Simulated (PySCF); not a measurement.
Calculated NMR parameters of C=C(C)[C@H]1CBCCC1

* Formula: C8H15B
* SMILES: C=C(C)[C@H]1CBCCC1
* InChI: InChI=1S/C8H15B/c1-7(2)8-4-3-5-9-6-8/h8-9H,1,3-6H2,2H3/t8-/m1/s1
* Point group of the computed structure: C1
* Carbon signals: 8
* Proton signals: 13

Atom-mapped SMILES (the numbers label the heavy atoms): `[CH2:1]=[C:2]([CH3:3])[C@H:4]1[CH2:5][BH:6][CH2:7][CH2:8][CH2:9]1`; H(Xn) means a hydrogen on atom n. Ha(C5), Ha(C7), Ha(C8), Ha(C9) are cis to C2 on the ring; Ha(C1) is cis to C3; Hb(C5), Hb(C7), Hb(C8), Hb(C9) are trans to C2 on the ring; Hb(C1) is trans to C3.

- PBE0-D3(BJ)/def2-SVP structure
- σ from GIAO-PBE0/pcSseg-1
- run in PySCF 2.14
- gas phase, relativity neglected, fast rotation and ring inversion assumed for equivalent nuclei, one conformer

Referencing at the same level of theory: $^{1}$H (σ = 31.27 ppm), $^{13}$C (σ = 184.41 ppm) against TMS; BF3·OEt2 for $^{11}$B (σ = 100.73 ppm).

| carbon | δC, type | δH (multiplicity) | HMBC from (2–3 bonds) | span of the C tensor (ppm) |
| --- | --- | --- | --- | --- |
| C1 | 113.4, CH2 | Ha(C1) 5.02 (m); Hb(C1) 4.94 (m) | H(C3), H(C4) | 182 |
| C2 | 162.7, C | – | Ha(C1), Hb(C1), Hb(C5), H(C3), Hb(C9), H(C4), Ha(C9), Ha(C5) | 261 |
| C3 | 25.0, CH3 | 1.87 (s) | Ha(C1), Hb(C1), H(C4) | 47 |
| C4 | 42.5, CH | 1.66 (m) | H(B6), Ha(C1), Hb(C1), Hb(C5), Ha(C8), H(C3), Hb(C9), Hb(C8), Ha(C9), Ha(C5) | 38 |
| C5 | 37.6, CH2 | Ha(C5) 0.47 (m); Hb(C5) 2.47 (m) | H(B6), Hb(C7), Hb(C9), H(C4), Ha(C9), Ha(C7) | 57 |
| C7 | 30.8, CH2 | Ha(C7) 0.81 (m); Hb(C7) 2.08 (m) | H(B6), Hb(C5), Ha(C8), Hb(C9), Hb(C8), Ha(C9), Ha(C5) | 53 |
| C8 | 25.7, CH2 | Hb(C8) 1.45 (m); Ha(C8) 1.89 (m) | H(B6), Hb(C7), Hb(C9), H(C4), Ha(C9), Ha(C7) | 19 |
| C9 | 33.2, CH2 | Ha(C9) 1.23 (m); Hb(C9) 1.69 (m) | Hb(C5), Hb(C7), Ha(C8), H(C4), Hb(C8), Ha(C7), Ha(C5) | 8 |

Other nuclei:
```json
{"atoms": "H(B6)", "nucleus": "$^{1}$H", "environment": "hydrogen on a boron bonded to 2 C, in a 6-membered ring", "δ (ppm)": "7.60", "σ (ppm)": "23.67"}
{"atoms": "B6", "nucleus": "$^{11}$B", "environment": "boron bonded to 2 C, H, in a 6-membered ring", "δ (ppm)": "87.4", "σ (ppm)": "13.4"}
```

1. δC 162.7: fully substituted alkene carbon; an sp2 carbon of a C=C bond.
2. δC 113.4: terminal =CH2 carbon; the olefinic region.
3. δC 42.5: allylic sp3 CH; saturated and bonded to C and H only.
4. δH 5.02, 4.94: hydrogen on a terminal =CH2 carbon; olefinic region.
5. δH 1.66: hydrogen on an allylic sp3 CH; allylic position.

Hydrogens on boron are broadened and split by $^{11}$B (spin 3/2, 80 %) and 10B (spin 3). A carbon bonded to boron is broadened by the quadrupolar boron nucleus and is often missing from a measured spectrum. Shifts are as computed. Against solution values, carbons near 30 ppm lie about +2 ppm off and those near 130 ppm about +5 ppm. Of 1309 compounds with measured shifts, 239 miss one by over three times the rms of a fit or turn the order of signals round; such compounds aren't used in these exercises. Multiplicities follow the n + 1 count of equivalent neighbours, as no J values were calculated; m marks all less simple cases, F and P coupling included.
